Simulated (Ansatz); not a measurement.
Consider the redistribution: `OB(F)[NH][AlH2]` + `[SH][GeH3]` → `[AlH2][SH]` + `OB(F)[NH][GeH3]`.

Gas-phase electronic energies from Ansatz, PBE0-D4/def2-TZVP geometries. CBS: MP2 limit from def2 TZ/QZ plus the TZ coupled-cluster correction, frozen cores. This one scheme is used for every species. Functionals use def2-TZVPP. B3LYP here is the variant with VWN-RPA as its local correlation; programs differ in this. For Ge outer-core shells are correlated without core-valence functions, which leaves a few kJ/mol of doubt a bond. Scalar relativity is left out up to krypton. One conformer a species, not always the lowest.

```json
{"level": "B3LYP-D4", "ΔE (kJ/mol)": "15.0"}
{"level": "PBE", "ΔE (kJ/mol)": "14.3"}
{"level": "r2SCAN", "ΔE (kJ/mol)": "14.2"}
{"level": "PBE0", "ΔE (kJ/mol)": "13.0"}
{"level": "CCSD(T)/def2-TZVPP", "ΔE (kJ/mol)": "9.8"}
{"level": "SCS-MP2/def2-QZVPP", "ΔE (kJ/mol)": "10.6"}
{"level": "MP2/CBS(def2)", "ΔE (kJ/mol)": "10.3"}
{"level": "CCSD/CBS(def2)", "ΔE (kJ/mol)": "10.0"}
```

Task: What does CCSD(T)/CBS give? (Best estimate.)

Result: Computed: +9.8 kJ/mol. The listed levels differ from it by 5.2, 4.5, 4.4, 3.2, 0.0, 0.8, 0.5, 0.2 kJ/mol.

Largest T1 diagnostic among the species: 0.012.
